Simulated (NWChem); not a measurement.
System: BSiH$_{3}$OF$_{2}$; SMILES FB(F)O[SiH3]

Input file for NWChem:

```
start job
memory heap 200 mb stack 900 mb global 1100 mb
geometry units angstroms
  B      0.016882     0.131213     0.856162
  F     -0.386442    -0.437692     1.979158
  F      0.665862     1.278377     1.019941
  O     -0.211816    -0.402395    -0.305152
  Si    -0.069767    -0.351403    -1.934979
  H      0.654711     0.849710    -2.346588
  H     -1.461709    -0.350121    -2.375184
  H      0.668212    -1.575462    -2.229818
end
basis spherical
  * library def2-svp
end
dft
  xc pbe0
  iterations 150
end
driver
  maxiter 120
end
task dft optimize
task dft freq
```

The optimisation ended at a saddle point (imaginary frequency).

The level has its own optimisation; frequencies are unscaled.

Question: What results follow from this input? (PBE0/def2-SVP.) Quantities: r B–O (Å); r O–Si (Å); r H–Si (Å); highest harmonic frequency (cm⁻¹); lowest (cm⁻¹); zero-point energy (kcal/mol); dipole (D).

Answer: The r B–O (Å) is 1.339, the r O–Si (Å) is 1.680 and the r H–Si (Å) is 1.489. The highest harmonic frequency (cm⁻¹) is 2274 and the lowest (cm⁻¹) is -39. The zero-point energy (kcal/mol) is 25.2 and the dipole (D) is 1.98.
